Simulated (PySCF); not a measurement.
## Telling isomers of C5H9F3Si apart by NMR

- structure optimised with GFN2-xTB
- GIAO PBE0/pcSseg-1 shieldings
- program: PySCF 2.14
- a single conformation, relativity neglected, equivalent nuclei averaged, no solvent

Scale: 1H (σ = 31.72 ppm), 13C (σ = 186.93 ppm) vs TMS (reference shieldings calculated alike). Splittings of carbon signals by F and P are missing where no couplings were computed. Where no couplings were computed, multiplicities follow the n + 1 count of equivalent neighbours, and m marks all less simple cases (inequivalent or close neighbours, rings, F or P nearby). Shifts are as computed. Against solution values, carbons near 30 ppm lie about +3 ppm off and those near 130 ppm about +5 ppm (rms about the fit 2.1 ppm; single classes can miss by 10 ppm). Of 1328 compounds with measured shifts, 309 miss one by over three times the rms of a fit or turn the order of signals round; such compounds aren't used in these exercises. Signals without a measured value on file couldn't be tested in this way; 1H shifts scatter by 0.2 ppm about their fit, and single ones miss by 0.5 ppm.

(1) Tabulate the signals of `C/C(=C(\[SiH3])CF)C(F)F`, `C[C@@H]1[SiH2]C[C@H]1C(F)(F)F` and their relative energies.

(2) What is the quickest way to tell C/C(=C(\[SiH3])CF)C(F)F from C[C@@H]1[SiH2]C[C@H]1C(F)(F)F?

## Answers

(1) 
```tsv
SMILES	carbon types	δC	δH	E rel. (kcal/mol)
C/C(=C(\[SiH3])CF)C(F)F	2×C 1×CH 1×CH2 1×CH3	150.0, 143.8, 119.9, 85.8, 21.3	6.51 (m, 1H), 5.43 (m, 2H), 4.31 (s, 3H), 2.12 (s, 3H)	26.3
C[C@@H]1[SiH2]C[C@H]1C(F)(F)F	1×C 2×CH 1×CH2 1×CH3	138.1, 47.0, 23.5, 21.6, 6.1	4.71 (m, 1H), 4.42 (m, 1H), 2.48 (m, 1H), 2.15 (m, 1H), 1.61 (m, 1H), 1.45 (m, 1H), 1.33 (d, 3H)	0.0
```

Energies are electronic energies at PBE0/pcSseg-1 on these geometries, without zero-point or thermal terms, each for the one conformer computed, which needn't be the lowest.

(2) Both give the same number of carbon signals, but DEPT or the intensities differ. The first has an allylic sp3 CH bonded to 2 F at 119.9 ppm, the second an sp3 CH in a ring at 47.0 ppm. Their most deshielded carbons lie at 150.0 and 138.1 ppm. In the proton spectra the most deshielded non-exchanging signals are 6.51 (m, 1H) and 4.71 (m, 1H).
